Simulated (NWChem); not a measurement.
CH$_{5}$GaO$_{2}$; SMILES [CH3][Ga]([OH])[OH]

```xyz
9

Ga     0.0005     0.0017     0.0007
C      0.1350    -1.9416    -0.0003
H      0.6028    -2.2962    -0.9309
H     -0.8701    -2.3791     0.0777
H      0.7443    -2.2955     0.8444
O     -1.5887     0.8064    -0.0002
H     -1.5230     1.7671    -0.0042
O      1.3382     1.1914    -0.0006
H      2.2243     0.8180     0.0005
```
Atoms are numbered in this order, from 1.

Computed with NWChem. Medium grid unless said otherwise, to which SCAN and Minnesota functionals are sensitive. Coordinates come from a PBE0/def2-SVP optimisation. Hybrids' shares of exact exchange are those that their runs print; pure functionals count as 0. The functionals differ in more than this share.

| row | share of exact exchange | highest occupied level (eV) |
|---|---|---|
| PBE/def2-SVP | 0.00 | -6.41 |
| TPSS/def2-SVP | 0.00 | -6.53 |
| B3LYP/def2-SVP | 0.20 | -7.82 |
| B3PW91/def2-SVP | 0.20 | -7.87 |
| r2SCAN0/def2-SVP | 0.25 | -8.47 |
| MPW1K/def2-SVP | 0.43 | withheld |

### Question
Fit a straight line of the last column on the one before it, predict the withheld value, and compare with the run.

### Answer

1. Means of the 5 shown rows: x = 0.130, y = -7.420. Slope Σ(x − x̄)(y − ȳ)/Σ(x − x̄)² = -0.4325/0.05800 = -7.457; intercept -6.451.
2. The shown rows scatter about the line by 0.102 (root mean square); the largest residual is -0.15, at r2SCAN0/def2-SVP.
3. At x = 0.43 (MPW1K/def2-SVP; beyond the shown range) the line gives -9.66.
4. The run gives -9.49, +0.17 from the line, 1.7 times the scatter.
